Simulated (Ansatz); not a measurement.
Two members of one family (Series TeX2), computed with Ansatz in the gas phase; def2 core potentials for Te, no spin–orbit coupling. The two geometries come from different levels. Binding counts from free atoms in the multiplicity of their measured ground term, without zero-point energy. A dash marks a value that wasn't run or was left out as unsound. The structures are stationary points that may keep the symmetry of their start.

First: TeMe2 (singlet, charge 0, PBE-D4/def2-TZVP geometry).

```xyz
9

Te   -1.221   -0.282   -0.747
C     0.338   -1.545    0.054
H     0.381   -1.431    1.142
H     1.297   -1.283   -0.405
H     0.077   -2.579   -0.200
C    -0.319    1.549   -0.043
H     0.666    1.677   -0.503
H    -0.240    1.524    1.049
H    -0.980    2.370   -0.347
```

| level | HOMO (eV) | LUMO (eV) | gap (eV) | vertical IE (eV) | vertical triplet (eV) | binding per atom (eV) |
| --- | --- | --- | --- | --- | --- | --- |
| BLYP-D4/def2-TZVP | -4.49 | -1.20 | 3.29 | – | – | 3.53 |
| r2SCAN-D4/def2-TZVP | -4.85 | -1.04 | 3.80 | 7.72 | 3.17 | 3.53 |
| PBE0-D4/def2-SVP | -5.57 | -0.19 | 5.38 | – | – | 3.55 |
| PBE0-D4/def2-TZVP | -5.67 | -0.47 | 5.21 | 7.78 | 3.24 | 3.54 |
| ωB97X-V/def2-TZVP | -7.91 | 1.49 | 9.40 | – | – | 3.54 |

Second: Te(GeH3)2 (singlet, charge 0, PBE-D4/def2-SVP geometry).

Cartesian coordinates in Å:
```
Te -1.272 -1.337 -0.055
Ge -0.974 0.833 1.319
H 0.367 0.794 2.099
H -2.164 0.903 2.309
H -0.987 2.068 0.379
Ge 0.935 -0.876 -1.320
H 1.063 -1.967 -2.412
H 2.143 -0.951 -0.348
H 0.888 0.532 -1.972
```

Question: What does the change do? Estimate second minus first.

Answer: 
| level | Δ HOMO (eV) | Δ LUMO (eV) | Δ gap (eV) | Δ vertical IE (eV) | Δ vertical triplet (eV) | Δ binding per atom (eV) |
| --- | --- | --- | --- | --- | --- | --- |
| BLYP-D4/def2-TZVP | -0.71 | -0.57 | 0.14 | – | – | -0.98 |
| r2SCAN-D4/def2-TZVP | -0.77 | -0.61 | 0.15 | 0.47 | 0.38 | -0.93 |
| PBE0-D4/def2-SVP | -0.74 | -0.70 | 0.04 | – | – | -0.99 |
| PBE0-D4/def2-TZVP | -0.71 | -0.59 | 0.12 | 0.44 | 0.38 | -0.98 |
| ωB97X-V/def2-TZVP | -0.64 | -0.61 | 0.02 | – | – | -0.91 |
